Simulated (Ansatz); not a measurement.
Geometry optimisation, Ansatz 0.2.0, RKS BHLYP-D4/6-31G*.

The input (input.yaml):

```yaml
crystal:
  periodic: [false, false, false]
  atoms:
    - { symbol: B, position_ang: [-0.023824, 0.589464, -0.533044] }
    - { symbol: F, position_ang: [-0.039108, 0.176939, 1.970344] }
    - { symbol: "N", position_ang: [1.220355, 0.005136, -0.828012] }
    - { symbol: H, position_ang: [1.319767, -0.936256, -1.153614] }
    - { symbol: H, position_ang: [2.080979, 0.407959, -0.521347] }
    - { symbol: "N", position_ang: [-1.259823, 0.00898, -0.86448] }
    - { symbol: H, position_ang: [-1.358546, -0.92678, -1.205422] }
    - { symbol: H, position_ang: [-2.131468, 0.446324, -0.649987] }
    - { symbol: H, position_ang: [-0.031649, 1.702882, -0.100466] }
    - { symbol: H, position_ang: [-0.109983, 1.031652, 1.630228] }
basis:
  gaussian: { orbitals: "6-31G*" }
hamiltonian:
  xc: { name: BHLYP }
  dispersion: d4
relax:
  f_tol: 0.03
  max_steps: 50
```

Launched with:

```bash
$ ansatz run input.yaml --threads 1 --pin off --max-ram 2048MiB --backend cpu --events-out ev --progress --plain --runs-dir out
```

Q: Where does it end, and by what steps?

A: It converged. After 10 steps the energy has fallen by 0.114 eV; F2 moved furthest, 0.52 Å.

```csv
step,energy less start (eV),largest force component (eV/Å),accepted
0,0.0000,0.567,yes
1,-0.0652,1.156,yes
2,-0.0524,1.688,no
3,-0.0869,0.572,yes
4,-0.1065,0.183,yes
5,-0.1086,0.164,yes
6,-0.0940,0.822,no
7,-0.1122,0.062,yes
8,-0.1136,0.051,yes
9,-0.1060,0.360,no
10,-0.1139,0.010,yes
```

```xyz
10
Properties=species:S:1:pos:R:3
B -0.027 0.545 -0.576
F -0.078 0.448 2.415
N 1.220 -0.027 -0.868
H 1.338 -0.914 -1.316
H 2.079 0.389 -0.574
N -1.263 -0.015 -0.927
H -1.369 -0.900 -1.383
H -2.131 0.412 -0.678
H -0.036 1.598 0.001
H -0.065 0.970 1.651
```

The run took 40 s on 1 thread of AMD EPYC 7R43 64-Core Processor (Zen 3), on a shared host, peak memory 0.16 GiB.
